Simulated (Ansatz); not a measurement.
Frontier orbitals of Cl₃H₂NSn, SMILES `[NH2][Sn]([Cl])([Cl])[Cl]`.

Charge 0, multiplicity 1. Correlated methods include outer-core shells of Sn, which these sets cover unevenly. Sn: def2 effective core potential. All single points use the PBE0-D4/def2-TZVP geometry. It is one conformer, not always the lowest. Basis def2-TZVPP, Ansatz.

| functional | HOMO (eV) | LUMO (eV) | gap (eV) |
| --- | --- | --- | --- |
| PBE | -7.14 | -3.31 | 3.83 |
| PBE0 | -8.60 | -2.39 | 6.21 |
| B3LYP | -8.33 | -2.69 | 5.64 |
| HSE06 (plane-wave form) | -8.20 | -2.76 | 5.44 |
| CAM-B3LYP | -10.02 | -1.38 | 8.64 |
| ωB97M-V | -10.93 | -0.35 | 10.58 |
| HF | -12.12 | 1.43 | 13.55 |

Problem. What is the vertical ionisation energy at frozen-core CCSD(T)/def2-TZVPP? (Best estimate.)

Solution. Computed: 10.70 eV (T1 of the cation 0.018).

Against PBE, PBE0 changes HOMO and LUMO by −1.47 and +0.92 eV, ωB97M-V by −3.80 and +2.96 eV. A gap of 3.83 eV thus becomes 10.58 eV for the same molecule, so an orbital gap means little without its functional. −ε(HOMO) differs from that ionisation energy by −3.57 eV with PBE and +0.23 eV with ωB97M-V.

B3LYP here is the variant with VWN-RPA as its local correlation; programs differ in this.
